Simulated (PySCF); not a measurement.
**Dipole response of W²⁺ (tungsten, charge +2)**

[Xe] 4f14 5d4, high-spin 5D determinant. Computed with PySCF 2.14 in def2-QZVPPD with the def2 core potential (60 electrons), with a scalar-relativistic core potential. Coupled (time-dependent) response in atomic units; α is the mean over directions.

```tsv
method	mean α (bohr³)	α xx, yy, zz	C₆ (like pair)	S(−4)
BHandHLYP	12.57	12.03, 12.03, 13.64	74.54	65.72
MN15	13.54	12.91, 12.91, 14.82	80.76	80.87
```

S(−4) is the Cauchy moment in α(ω) = α(0) + S(−4) ω² + …

Spin-orbit coupling is absent.

α(iu) at MN15:

```
u (hartree)  α(iu) (bohr³)
          0          13.54
     0.0500          13.35
      0.100          12.81
      0.200          11.25
      0.300          9.678
      0.500          7.319
      0.750          5.426
       1.00          4.182
       1.50          2.688
       2.00          1.856
       3.00          1.017
       5.00         0.4271
```

For an ion, C₆ is the dispersion term alone; charge-induced terms of lower order in 1/R come first.

The components differ because the open shell of this determinant is not spherical; for a pure term their mean is the scalar polarisability.

Energies and moments cover only the electrons outside the core potential. Spin-orbit coupling, absent here, splits the open shell strongly.
